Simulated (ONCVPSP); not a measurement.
## N ONCV: all-electron and pseudo phase curves

| Item | Value |
| --- | --- |
| Element | nitrogen |
| Generator | ONCVPSP 4.0.1 |
| Type | optimised norm-conserving Vanderbilt (ONCV) |
| Functional | LDA (Perdew-Wang 92) |
| Relativity | scalar-relativistic |
| Frozen core | [He] |
| Valence charge | 5 |
| Reference configuration | 2s2 2p2.5 (charge +0.5) |
| Partial waves | 2s: rc 0.80 bohr, ncon 3, nbas 6, qcut 7.4 1/bohr, 3 projectors, debl 2.1 Ha; 2p: rc 2.45 bohr, ncon 4, nbas 8, qcut 5.8 1/bohr, 2 projectors, debl 1.2 Ha; d scattering state at 0.09 Ha: rc 2.40 bohr, ncon 3, nbas 7, qcut 4.3 1/bohr, 2 projectors, debl 0.4 Ha |
| Local potential | polynomial inside 0.60 bohr (lpopt 5, dvloc0 -1 Ha) |
| Core correction | Teter function, fcfact 2, rcfact 1.4 |

The phase is arctan(r·R′/R) of the radial function R(r), unwrapped; energies in Ha, scanned from -2 to 5 Ha. A pole is an energy at which the radial function vanishes at the test radius. The pseudo phase is shifted by a multiple of π to meet the all-electron one at the reference energy, and phase errors are pseudo minus all-electron; the curves can meet again beyond the range given. Levels narrower than the energy grid can be missing from the lists of poles.

Question: For each channel, where are the poles, and over which energies does the pseudopotential scatter like the atom?

Answer:

```csv
channel,radius (bohr),reference energy (Ha),"poles, all-electron","poles, pseudo",unbroken range about the reference energy with phases within 0.05 rad,phase error 1 Ha above the reference energy (rad)
s,0.81,-0.92,none,none,the whole range,+0.000
p,2.49,-0.50,"-0.36, 2.11","-0.36, 1.83, 3.46",below 1.8,-0.004
d,2.43,0.09,1.58,1.63,below 2.1,+0.003
```

Note: ghosts flagged at negative energy: s at -310.0 eV; GHOST(+) flagged for d at 7.4 eV. A true bound ghost makes a file unfit for plane-wave use.

Phases in the s channel:

```csv
E (Ha),all-electron,pseudo
-1.98,-0.024,-0.024
-1.62,-0.162,-0.162
-1.26,-0.300,-0.300
-0.90,-0.432,-0.432
-0.54,-0.555,-0.555
-0.18,-0.667,-0.667
0.18,-0.766,-0.766
0.54,-0.854,-0.854
0.90,-0.931,-0.931
1.26,-0.998,-0.998
1.62,-1.057,-1.057
1.98,-1.109,-1.109
2.34,-1.155,-1.155
2.70,-1.196,-1.196
3.06,-1.232,-1.232
3.42,-1.264,-1.264
3.78,-1.294,-1.294
4.14,-1.321,-1.320
4.50,-1.345,-1.345
4.86,-1.367,-1.367
```
